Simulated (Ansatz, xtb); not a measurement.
# Isomers of C5H4ClNSe in order of energy

10 gas-phase structures of C5H4ClNSe, from a drawn sample of its isomers (lower ones may exist). Each was relaxed with GFN2-xTB; where two conformers were screened, the lower at r2SCAN-D4/def2-SVP is listed:

A. `Cl/C=C\c1ccn[se]1`, a singlet
B. `C=Cc1cc(Cl)n[se]1`, a singlet
C. `Clc1ncccc1[SeH]`, a singlet
D. `C=C(Cl)c1cc[se]n1`, a singlet
E. `C=Cc1ncc(Cl)[se]1`, a singlet
F. `Cl/C=C/c1cnc[se]1`, a singlet
G. `C=Cc1cnc(Cl)[se]1`, a singlet
H. `C=C(Cl)c1cnc[se]1`, a singlet
I. `Cl/C=C\c1cnc[se]1`, a singlet
J. `Cl/C=C/c1ccn[se]1`, a singlet

Q: Which do you expect lowest at r2SCAN-D4/def2-SVP, and how would the others follow?

A: Calculated order at r2SCAN-D4/def2-SVP: C (0.0), I (17.8), F (18.4), G (19.2), H (19.3), E (20.6), A (21.7), B (23.0), J (23.6), D (23.7) kcal/mol. Less than 1 kcal/mol parts I and F; F and G; G and H; B and J; J and D, so the order within those pairs means little.

Energies above the lowest of each column, in kcal/mol; the last columns are at PBE0-D3(BJ)/def2-SVP geometries and were run for some of them only (a dash: not run or not comparable):

```
structure  GFN2-xTB  HF/STO-3G  r2SCAN-D4/def2-SVP  PBE0-D3(BJ)/def2-SVP  CCSD(T)/def2-SVP + ΔMP2/def2-TZVPP
        C       0.0        0.0                 0.0                   0.0                                 0.0
        I      16.2       26.3                17.8                  17.6                                12.4
        F      18.6       22.2                18.4                  20.0                                13.7
        G      19.0       24.4                19.2                  20.6                                   –
        H      18.6       22.9                19.3                  20.8                                   –
        E      19.0       25.7                20.6                     –                                   –
        A      16.1       30.3                21.7                     –                                   –
        B      17.0       24.4                23.0                     –                                   –
        J      18.7       25.2                23.6                     –                                   –
        D      18.6       25.0                23.7                     –                                   –
```

Every level run on C puts it lowest or level with the lowest. Flexible structures stand in one conformer each, not always the lowest. Frequencies (GFN2-xTB) were run for C, F, I alone. The ΔMP2 step shifts differences by up to 4.4 kcal/mol, which makes them less sure. ΔMP2 is the change of the MP2 energy from the smaller to the larger basis.

Over these structures GFN2-xTB departs from r2SCAN-D4/def2-SVP by 2.3 kcal/mol on average once a common shift is removed. A GFN2-xTB relaxation took about 0.1 s and the r2SCAN-D4/def2-SVP energy about 2.5 s on a shared host (Ansatz 0.2.0, xtb 6.7.1).
